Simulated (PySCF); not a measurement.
**Working out the ionisation energy of Ar⁺**

Ar⁺ [Ne] 3s2 3p5 (2P) → Ar²⁺ [Ne] 3s2 3p4 (3P). All numbers are calculated (PySCF 2.14, scalar relativity by spin-free X2C-1e, in x2c-QZVPPall). Frozen: 1s2. Energies in hartree (1 hartree = 27.21139 eV):

| part | Ar⁺ (lower) | Ar²⁺ (upper) |
| --- | --- | --- |
| UHF | -528.097992 | -527.129486 |
| MP2 opposite-spin | -0.269485 | -0.236963 |
| MP2 same-spin | -0.098663 | -0.089475 |

Problem. What does Hartree-Fock give?

Solution. (-527.129486) − (-528.097992) = 0.968506 hartree = 26.354 eV.

Problem. What do MP2 and SCS-MP2 (6/5 opposite-spin, 1/3 same-spin) give?

Solution. The opposite-spin parts differ by 0.885 eV and the same-spin parts by 0.250 eV. MP2: 26.354 + (0.885) + (0.250) = 27.489 eV. SCS-MP2: 26.354 + 1.2 × (0.885) + (0.250)/3 = 27.499 eV.

A first-order spin-orbit estimate adds -0.006 eV to MP2 (valence and next inner shell), giving 27.483 eV against 27.630 eV (measured; NIST Atomic Spectra Database, ionization energies).

What remains against the reference includes basis incompleteness, the frozen core and correlation beyond second order.
